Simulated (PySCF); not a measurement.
# Electronic structure of Sr⁺ (strontium, charge +1) at the UHF level

Configuration: [Kr] 5s1, 2S determinant. Computed with PySCF 2.14 in cc-pVDZ-X2C (6s5p3d, 36 functions), with the spin-free X2C one-electron Hamiltonian (Gaussian nucleus).

```json
{
 "Total energy": "-3177.170199 hartree",
 "One-electron energy": "-4388.0921 hartree",
 "Hartree (Coulomb) energy": "1314.8147 hartree",
 "Exchange energy": "-103.8929 hartree",
 "⟨S²⟩": "0.7504",
 "⟨L²⟩": "0.000",
 "Sum of ⟨r⟩": "26.45 bohr",
 "Sum of ⟨r²⟩": "45.22 bohr²",
 "Langevin diamagnetic susceptibility": "-35.8 ×10⁻⁶ cm³/mol",
 "Time after the integrals": "0.08 s of wall time on 1 thread of Neoverse-V1 (shared host)"
}
```

```
shell  electrons  mean orbital energy (eV)  rms radius, mean of both spins (bohr)
 1s α          1                  -16203.8                                 0.0450
 1s β          1                  -16203.7                                 0.0450
 2s α          1                   -2267.8                                  0.187
 2s β          1                   -2267.7                                  0.187
 2p α          3                   -2010.4                                  0.166
 2p β          3                   -2010.3                                  0.166
 3s α          1                   -385.96                                  0.523
 3s β          1                   -385.88                                  0.523
 3p α          3                   -300.20                                  0.535
 3p β          3                   -300.17                                  0.535
 3d α          5                   -158.25                                  0.547
 3d β          5                   -158.23                                  0.547
 4s α          1                   -59.197                                   1.45
 4s β          1                   -58.966                                   1.45
 4p α          3                   -35.923                                   1.68
 4p β          3                   -35.816                                   1.68
 5s α          1                   -10.466                                   4.32
```

Densities and radii are taken from the X2C orbitals without a picture-change correction, which distorts them close to the nucleus.
